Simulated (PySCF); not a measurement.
# EPR parameters of C5H10FSi2

C5H10FSi2 (doublet state).
Cartesian coordinates in Å at the GFN2-xTB level; atoms count from 1:
```
atom  x, y, z in Å
C1     3.571    0.095    0.002
C2     2.155    0.343   -0.155
C3     0.978    0.567   -0.281
Si4   -0.835    0.834   -0.480
C5    -1.127    2.533    0.220
F6    -2.362    3.061    0.259
C7    -1.812   -0.475    0.509
Si8   -1.630   -2.254   -0.129
H9     4.142    0.833   -0.561
H10    3.846    0.162    1.054
H11    3.818   -0.900   -0.367
H12   -1.222    0.778   -1.900
H13   -0.401    3.213    0.641
H14   -2.868   -0.199    0.501
H15   -1.497   -0.437    1.552
H16   -2.124   -2.335   -1.505
H17   -2.419   -3.159    0.715
H18   -0.222   -2.653   -0.086
```

The hyperfine couplings belong to this conformer and change with its torsions.

As a line formula: `F[CH][Si@@H](C#CC)C[SiH3]` [radical].

Theory: UKS B3LYP, pcH-1 on C F H Si, non-relativistic, mean-field spin-orbit, GIAO in PySCF. One conformer (not necessarily the lowest) at the GFN2-xTB geometry, without solvent, vibrations or thermal averaging. The geometry wasn't refined by DFT: couplings that depend on bond lengths, twists or pyramidal angles can differ widely from those at the functional's own minimum. No stability test was run, so a lower SCF solution isn't excluded.

* g1, g2, g3: 2.00210, 2.00490, 2.00530
* g_iso: 2.00410
* Form of g: close to axial: the two nearest values differ by 12 % of g3 − g1
* ⟨S²⟩: 0.7536 (exact 0.7500)
* HOMO–LUMO gap, α and β orbitals: 5.78, 5.42 eV
* Basis functions: 320

Hyperfine couplings atom by atom, in mT; T1 to T3 are the principal values of the dipolar part (MHz turned into mT with g_iso):

```
atom  isotope  a_iso  of which spin–orbit      T1     T2     T3  Mulliken spin population
  C1      13C   0.00                 0.00   -0.01   0.00   0.01                      0.00
  C2      13C  -0.02                 0.00   -0.04   0.02   0.02                      0.00
  C3      13C  -0.11                 0.00   -0.02  -0.02   0.04                     -0.01
 Si4     29Si   1.63                 0.00   -0.08  -0.05   0.12                      0.01
  C5      13C   3.31                 0.00   -2.85  -2.73   5.57                      0.91
  F6      19F   5.45                 0.03  -10.21  -9.05  19.26                      0.08
  C7      13C   0.89                 0.00   -0.11  -0.10   0.21                      0.02
 Si8     29Si  -0.13                 0.00   -0.07   0.03   0.04                      0.01
  H9       1H   0.01                 0.00   -0.02  -0.01   0.03                      0.00
 H10       1H   0.01                 0.00   -0.02  -0.01   0.03                      0.00
 H11       1H  -0.02                 0.00   -0.01  -0.01   0.02                      0.00
 H12       1H   1.71                 0.00   -0.12  -0.07   0.19                      0.03
 H13       1H  -2.14                 0.00   -1.29  -0.05   1.34                     -0.04
 H14       1H  -0.07                 0.00   -0.11  -0.04   0.15                      0.00
 H15       1H  -0.04                 0.00   -0.12  -0.04   0.16                      0.00
 H16       1H   0.01                 0.00   -0.02  -0.02   0.04                      0.00
 H17       1H   0.08                 0.00   -0.02  -0.01   0.03                      0.00
 H18       1H  -0.01                 0.00   -0.02  -0.02   0.04                      0.00
```

Largest spin populations (Mulliken): C5 (+0.91) and F6 (+0.08). C5 is the only atom above +0.15. The angles at C5 add up to 360.0°, so it is planar; its axial dipolar tensor and the negative coupling of its proton fit spin in a p orbital normal to that plane.

Axes: g2 points within 10° of the C5–F6 bond and g3 points within 12° of the C5–H13 bond.

Under fast tumbling the dipolar parts average out, and these isotropic splittings remain: 1 × 19F (F6, I = 1/2, 2 lines) with 5.45 mT, 1 × 1H (H13, I = 1/2, 2 lines) with 2.14 mT, 1 × 1H (H12, I = 1/2, 2 lines) with 1.71 mT, 1 × 1H (H14, I = 1/2, 2 lines) with 0.07 mT and 1 × 1H (H15, I = 1/2, 2 lines) with 0.04 mT.

The 13C coupling of C5 (92.9 MHz) shows only in satellite lines or after enrichment, since that isotope makes up about 1.07 % of natural carbon.

The 29Si coupling of Si4 (45.8 MHz) shows only in satellite lines or after enrichment, since that isotope makes up about 4.7 % of natural silicon.

Examples of negative spin density at the nucleus (bohr⁻³): Si4 (-0.0516), H13 (-0.0135) and C3 (-0.0028).
